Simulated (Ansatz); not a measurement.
```yaml
crystal:
  periodic: [false, false, false]
  atoms:
    - {symbol: N, position_ang: [0.443620, 1.538971, 0.505316]}
    - {symbol: Si, position_ang: [0.497811, -0.082589, 0.016575]}
    - {symbol: F, position_ang: [2.069862, -0.371698, -0.085349]}
    - {symbol: Al, position_ang: [-1.090722, -1.760995, 0.009401]}
    - {symbol: S, position_ang: [-0.542029, -0.653296, -1.805390]}
    - {symbol: H, position_ang: [1.256419, 2.128369, 0.427313]}
    - {symbol: H, position_ang: [-0.416000, 2.056051, 0.567505]}
    - {symbol: H, position_ang: [-2.126762, -2.911914, 0.308727]}
basis:
  gaussian: {orbitals: 6-31G}
hamiltonian: {xc: {name: PBE}, dispersion: d3bjatm}
accuracy: high
outputs: {forces: true}
output: {forces: true}
```

```sh
$ ansatz run in.yaml --threads 2 --pin off --events-out ev --progress --plain --max-ram 4352MiB
```

It prints (some lines left out):

```
Error: YAML parse error: error: line 16 column 1: unknown field `outputs`, expected one of crystal, accuracy, basis, kpoints, hamiltonian, magnetization, projection, total_charge, correlation, batch, efield, external_charges, scf, relax, neb, saddle, md, ramp, phonons, dielectric, real_time, elastic, magnetic_configurations, gw, evaluate, workflow, output, checkpoint, execution
14 | hamiltonian: {xc: {name: PBE}, dispersion: d3bjatm}
15 | accuracy: high
16 | outputs: {forces: true}
17 | output: {forces: true}
```

Q: What is wrong with this run?

A: The input holds a key that doesn't belong there. The program refused the input.
